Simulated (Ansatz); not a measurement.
Complex (SMILES): Cl (HCl) with C#N (CH-N), atoms 1 to 2 the first; geometry from B3LYP-D3(BJ)/def2-TZVP, monomers rigid:
```xyz
5

Cl     0.5827     0.3550    -0.5709
H     -0.2332    -0.1068     0.3213
C     -2.2420    -1.2590     2.4984
N     -1.5177    -0.8394     1.7187
H     -2.9178    -1.6506     3.2258
```

The counterpoise-corrected interaction energy at CCSD(T) with Ansatz (a first-principles code), in kcal/mol, split into its Hartree-Fock and correlation parts. Cores are frozen. No added dispersion term, no relativity. Functions are those of the species that has most. These sets lack the diffuse functions that weak bonds need.

```
basis        X  functions  Hartree-Fock  CCSD(T)
-----------  -  ---------  ------------  -------
cc-pV(D+d)Z  2         61         -2.89    -3.44
cc-pV(T+d)Z  3        127         -2.70    -4.06
cc-pV(Q+d)Z  4        234         -2.69    -4.46
```

Worked estimate of the basis-set limit from each neighbouring pair, with Hartree-Fock from the larger set and the correlation part extrapolated as X^-3.
Correlation parts: X = 2: -0.55, X = 3: -1.36, X = 4: -1.77.
- (2,3): (27·(-1.36) - 8·(-0.55))/19 = -1.70; with Hartree-Fock -2.70 the estimate is -4.40 kcal/mol.
- (3,4): (64·(-1.77) - 27·(-1.36))/37 = -2.07; with Hartree-Fock -2.69 the estimate is -4.76 kcal/mol.
The last two estimates differ by 0.36 kcal/mol; the largest set lies 0.30 from the last. Over the last step Hartree-Fock moves by 0.01 and the correlation part by -0.41.
